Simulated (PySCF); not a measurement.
B(Cl)(F)(NHMe) (CH4BClFN), SMILES FB(NC)Cl. Heavy atoms are numbered as in [B:1]([Cl:2])([F:3])[NH:4][CH3:5]. Hydrogens are named by the atom that carries them.

The structure is a stationary point at r2SCAN-D4/def2-SVP. This is a generated structure with no PubChem entry under its InChIKey; it may be hypothetical. Other conformers were not sampled.

The numbers are results of PBE/pcSseg-1 run with PySCF, not measurements.

GIAO shieldings, no solvent; atoms alike by connectivity are averaged. δ = σ(ref) − σ: ¹¹B against BF3 (σ = 83.9 ppm); ³⁵Cl against HCl (σ = 936.5 ppm); ¹⁹F against CFCl3 (σ = 133.6 ppm); ¹⁵N against NH3 (σ = 267.0 ppm); ¹³C against TMS (σ = 182.0 ppm); ¹H against TMS (σ = 31.49 ppm), references at their B3LYP-D3(BJ)/def2-TZVP geometries, non-relativistic (without spin–orbit terms, shifts of atoms bonded to Cl or Br come out too high).

Q: Estimate the chemical shifts. (Estimate from the structure and the level; the computed values follow.)

A: 
```
nucleus     atoms  count  δ (ppm)
-------  --------  -----  -------
¹¹B            B1      1     13.3
³⁵Cl          Cl2      1     71.7
¹⁹F            F3      1   -130.5
¹⁵N       N4 (NH)      1     98.3
¹³C      C5 (CH3)      1     32.3
¹H        H on N4      1     3.11
¹H        H on C5      3     3.10
```
